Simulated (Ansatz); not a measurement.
Match the barriers

Saddle point of SiH$_{4}$SF$_{2}$, singlet (SiH₂SF₂ ([F][SiH]([F])[SH]) + H₂ → SiH₂F₂ ([F][SiH2][F]) + H₂S; bonds formed: Si1–H7, S2–H6; bonds broken: Si1–S2, H6–H7), PBE0-D4/def2-TZVP structure:

Si1  (-0.519, 0.233, 0.388)
S2  (1.675, 0.380, -0.587)
F3  (-2.057, -0.200, 0.590)
F4  (-0.718, 1.778, 0.101)
H5  (0.028, -0.311, 1.637)
H6  (0.202, -0.415, -1.096)
H7  (-0.708, -0.702, -1.013)
H8  (2.096, -0.764, -0.019)
(Å)

Computed with Ansatz 0.2.0 (basis: def2-TZVPP, with def2-QZVPP for the basis limit); correlated methods freeze the cores. Extrapolation: Hartree–Fock as exp(−7.88 √X), correlation as X^−2.97. Four methods, as single points on the PBE0-D4 structures, gave these electronic barriers from the start structure: 161.6, 212.9, 249.0, 297.8 kJ/mol.

(1) The methods were, in alphabetical order, BHLYP-D4, HF, PBE0-D4, SPW92. Which gave which? (A judgement: the text doesn't fix the answer.)

T1 diagnostic: at most 0.013.

Answers

(1) By the calculation: SPW92 161.6; PBE0-D4 212.9; BHLYP-D4 249.0; HF 297.8 kJ/mol. For comparison, CCSD(T) at an estimated basis limit (MP2 extrapolated from triple and quadruple zeta, plus CCSD(T) − MP2 in triple zeta) gives 238.4 kJ/mol.

Labels in which every atom is bracketed show which atoms are joined, not bond orders.

For scale, one of the runs: CCSD(T)/def2-TZVPP, 202 basis functions, launched by `ansatz run in.yaml --threads 4 --pin off --events-out ev --progress --plain --max-ram 9574MiB`. Time: 50 s of wall clock on 4 CPU threads of an Arm Neoverse V2; the host was shared. Peak host memory: 2.5 GiB.
